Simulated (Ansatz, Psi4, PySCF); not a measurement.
C$_{2}$HO, doublet, geometry from GFN2-xTB. Base run: PBE0/6-311G** run with PySCF.

PySCF was given this input:
```python
from pyscf import gto, scf, dft

mol = gto.Mole()
mol.atom = '''
    C     0.020962   -0.291180   -1.196607
    C     0.004407    0.004021    0.017111
    H     0.107673   -0.539854   -2.209945
    O    -0.032486    0.282851    1.160865
'''
mol.basis = '6-311g**'
mol.charge = 0
mol.spin = 1
mol.verbose = 4
mol.build()

mf = dft.UKS(mol)
mf.xc = 'pbe0'
mf.kernel()
```

The same geometry, method and basis name were run in Ansatz (an electronic-structure program) and Psi4 and PySCF, at each program's defaults and at the settings that a row names. The base is PySCF at its defaults. Differences at the defaults can come from grids, fitting, cores and function types together.

| code and settings | ΔE vs base (mEh) | basis functions | E (Eh) | SCF cycles | dipole (D) |
|---|---|---|---|---|---|
| PySCF, defaults (exact integrals, its default grid, spherical functions) | 0.000 | 60 | -151.78945 | 12 | 2.03 |
| Psi4, defaults (density fitting with its default set, its default grid, spherical functions) | 0.006 | 60 | -151.78945 | 10 | 2.03 |
| Ansatz, defaults (factorised integrals, its default grid, spherical functions) | 0.001 | 60 | -151.78945 | - | - |
| PySCF, density fitting with def2-universal-jkfit | -0.011 | 60 | -151.78946 | 12 | 2.03 |
| PySCF, fine grid | 0.000 | 60 | -151.78945 | 12 | 2.03 |
| Psi4, exact integrals, spherical functions, fine grid | 0.000 | 60 | -151.78945 | 13 | 2.03 |
| Ansatz, high accuracy | 0.000 | 60 | -151.78945 | - | - |

Open shells are given as the SCF converged; they aren't shown to be the lowest states, and a large step between rows can be another state.
